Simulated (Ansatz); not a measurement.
Cl3In, charge +1, doublet, at a GFN2-xTB geometry (such geometries of metal compounds can be far from the true shape) (a state made from the parent by changing its charge; the spin is typed, not shown lowest) (core potentials on In).

Input for Ansatz (a program for electronic structure):
Ansatz 0.2 input:
```yaml
crystal:
  periodic: [false, false, false]
  atoms:
    - {symbol: In, position_ang: [-0.00000000, -0.00000000, -0.00000000]}
    - {symbol: Cl, position_ang: [2.29165336, -0.20818506, -0.44925316]}
    - {symbol: Cl, position_ang: [-0.92222567, -1.03274104, 1.89203338]}
    - {symbol: Cl, position_ang: [-1.36942769, 1.24092610, -1.44278022]}
basis:
  gaussian:
    orbitals: def2-SV_P_.json
hamiltonian:
  xc: {name: wB97M-V}
total_charge: 1
magnetization: {spin_polarized: true, initial_magnetization: 1}
```
The basis file holds def2-SV(P) in the JSON format of the Basis Set Exchange.

### Question
Give the total energy at the level WB97M-V/def2-SV(P) in Ansatz.

### Answer
-1569.902007 Ha

### Question
Estimate the <S^2> that WB97M-V/def2-SV(P) returns for this input.

### Answer
0.766

### Question
What number of basis functions does WB97M-V/def2-SV(P) give?

### Answer
80

### Question
Roughly what does it cost on one core?

### Answer
about 50 core-seconds (a rough figure).
